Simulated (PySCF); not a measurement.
## Structure elucidation problem

An unknown has the formula C4H9ClOSi. Its calculated NMR data are:

1H NMR (400 MHz, computed): δ 6.28 (d, 1H), 5.23 (m, 1H), 5.04 (s, 3H), 4.98 (m, 1H), 1.51 (d, 3H).

13C{1H} NMR (computed): δ 145.8 (CH), 123.7 (CH), 54.8 (CH), 28.5 (CH3).

- shieldings: GIAO PBE0/pcSseg-1
- coordinates at the GFN2-xTB level
- run in PySCF 2.14.0 with density-fitted response routines
- one computed conformer, relativity neglected, isolated molecule, rapidly exchanging positions averaged

δ = σ(ref) − σ, references computed at the same level: TMS for 1H (σ = 31.72 ppm), 13C (σ = 186.93 ppm).

Choose the structure that fits.
A. [SiH3]OCC1(Cl)CC1
B. CO[C@@H]1C[C@H]1[SiH2]Cl
C. Cl[C@H]1COCC[SiH2]1
D. C=C[C@@H](Cl)[SiH2]OC
E. C[C@@H](Cl)/C=C\O[SiH3]
F. CO[C@@H]1C[C@@H]1[SiH2]Cl

Answers

E. 

- Rings plus π bonds: 1 (no ring in the answer).
- 4 carbon signals for 4 carbons: no two carbons are equivalent.
- Carbon types of the structure: 3 × CH, 1 × CH3, leaving 3 H on heteroatoms.
- δC 145.8: alkene carbon bearing oxygen; an sp2 carbon further deshielded by the attached heteroatom.
- δC 123.7: β carbon of an enol-ether or enamine type C=C.
- δC 54.8: allylic sp3 CH bonded to Cl; the inductive effect lowers its shielding.
- δC 28.5: methyl carbon; aliphatic region, no heteroatom directly attached.
- δH 5.23: hydrogen on an allylic sp3 CH bonded to Cl; its carbon carries Cl, an electronegative neighbour.

The others: [SiH3]OCC1(Cl)CC1 would give 3 carbon signals, not 4; CO[C@@H]1C[C@H]1[SiH2]Cl would give 7 signals for carbon-bound and other non-exchanging H, not 5; C=C[C@@H](Cl)[SiH2]OC would give 7 signals for carbon-bound and other non-exchanging H, not 5; CO[C@@H]1C[C@@H]1[SiH2]Cl would give 7 signals for carbon-bound and other non-exchanging H, not 5; Cl[C@H]1COCC[SiH2]1 would give 9 signals for carbon-bound and other non-exchanging H, not 5.

Carbons that carry Cl, above all several Cl atoms, come out too deshielded, partly because spin–orbit coupling is missing. Shifts are as computed. Against solution values, carbons near 30 ppm lie about +3 ppm off and those near 130 ppm about +5 ppm; carbons on Cl a further +6 ppm. Of 1309 compounds with measured shifts, 239 miss one by over three times the rms of a fit or turn the order of signals round; such compounds aren't used in these exercises. Multiplicities follow the n + 1 count of equivalent neighbours, as no J values were calculated; m marks all less simple cases, F and P coupling included.
